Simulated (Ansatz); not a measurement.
Consider the ligand exchange at the Si–S bond: `S[SiH](Cl)Cl` + NH₃ → `N[SiH](Cl)Cl` + H₂S.

Gas-phase electronic energies from Ansatz, PBE0-D4/def2-TZVP geometries. CCSD(T)/CBS is the MP2 limit (def2-TZVPP, def2-QZVPP) plus CCSD(T) − MP2 in def2-TZVPP, frozen cores. This one scheme is used for every species. Functionals use def2-TZVPP. B3LYP here is the variant with VWN-RPA as its local correlation; programs differ in this. HSE06 is defined as in plane-wave codes. One conformer a species, not always the lowest.

| level | ΔE (kJ/mol) | difference from CCSD(T)/CBS |
| --- | --- | --- |
| PBE-D4 | 1.8 | 8.3 |
| revPBE-D4 | 2.6 | 9.1 |
| BLYP-D4 | -5.6 | 0.9 |
| r2SCAN-D4 | -5.1 | 1.4 |
| B97M-V | -4.6 | 1.9 |
| PBE0-D4 | -1.7 | 4.8 |
| B3LYP-D4 | -8.2 | -1.7 |
| r2SCANh-D4 | -5.8 | 0.7 |
| r2SCAN0-D4 | -6.8 | -0.3 |
| HSE06-D4 | -1.5 | 5.0 |
| BHLYP-D4 | -11.7 | -5.2 |
| CAM-B3LYP-D4 | -14.8 | -8.3 |
| ωB97X-V | -9.3 | -2.8 |
| ωB97M-V | -9.2 | -2.7 |
| PBE-QIDH | -5.8 | 0.7 |
| revPBE | 1.8 | 8.3 |
| BLYP | -8.9 | -2.4 |
| r2SCAN | -5.4 | 1.1 |
| PBE0 | -3.4 | 3.1 |
| B3LYP | -11.4 | -4.9 |
| r2SCANh | -6.1 | 0.4 |
| r2SCAN0 | -7.3 | -0.8 |
| HSE06 | -3.2 | 3.3 |
| BHLYP | -15.9 | -9.4 |
| LC-ωPBE | -10.2 | -3.7 |
| RPA@PBE/def2-TZVPP | -10.4 | -3.9 |
| HF/def2-SVP | -23.9 | -17.4 |
| MP2/def2-SVP | -13.0 | -6.5 |
| CCSD/def2-SVP | -15.7 | -9.2 |
| CCSD(T)/def2-SVP | -13.8 | -7.3 |
| MP2/def2-TZVPP | -6.2 | 0.3 |
| SCS-MP2/def2-TZVPP | -9.9 | -3.4 |
| CCSD/def2-TZVPP | -12.5 | -6.0 |
| CCSD(T)/def2-TZVPP | -9.6 | -3.1 |
| HF/def2-QZVPP | -22.0 | -15.5 |
| MP2/def2-QZVPP | -4.7 | 1.8 |
| SCS-MP2/def2-QZVPP | -8.5 | -2.0 |
| HF/CBS(def2) | -22.1 | -15.6 |
| MP2/CBS(def2) | -3.1 | 3.4 |
| CCSD/CBS(def2) | -9.3 | -2.8 |
| CCSD(T)/CBS | -6.5 | 0 |

Largest T1 diagnostic among the species: 0.010.

The D4 term adds +3.2 kJ/mol with B3LYP and +1.7 kJ/mol with PBE0; it sums over pairs of atoms, weighted by their polarisabilities, and B3LYP, whose exchange is more repulsive, gets the larger term. In def2-TZVPP, CCSD(T) changes the Hartree–Fock value by +11.6 kJ/mol (the triples alone add +2.9 kJ/mol) and MP2 by +15.0 kJ/mol. From PBE to PBE0 (25 % exact exchange), in def2-TZVPP and without D4, ΔE moves by −3.4 kJ/mol.
